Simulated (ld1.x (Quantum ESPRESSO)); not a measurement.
# Ranking TM potentials for C (Z = 6)

All share these settings but for the change named:

carbon (C), norm-conserving Troullier–Martins (Kleinman–Bylander form), made with ld1.x (Quantum ESPRESSO) 7.5 (PW91, scalar-relativistic). Core [He], reference 2s2 2p1.5 (charge +0.5). Waves: 2s (bound): rc 1.10 bohr; 3d channel at 0.35 Ry: rc 2.10 bohr; 2p (bound): rc 1.90 bohr. Local part: the p channel. Core correction: none.

Test errors are all-electron minus pseudo excitation energies from the reference, over 2s2 2p2; 2s2 2p1; 2s2 2p0; 2s0 2p4; 2s1 2p3; 2s1 2p2; 2s2 2p2.3. None of these files shows a bound ghost.

The base gives 174.3 meV.

Of 7 variants that were run, those that failed, showed a ghost or another fault, or gave nearly equal values are left out.

A variant can come out equal or close to the base, since the largest error may sit in a test that the change hardly touches while other tests move.

(1) Rank these variants by their largest absolute test error, smallest first.
A. wave 2p (bound): rc 1.90 bohr becomes 2p (bound): rc 2.46 bohr
B. local potential the s channel
C. core correction a·sin(br)/r model core inside 0.44 bohr

## Answers

(1) C (147.4 meV), B (188.7 meV), A (415.7 meV).
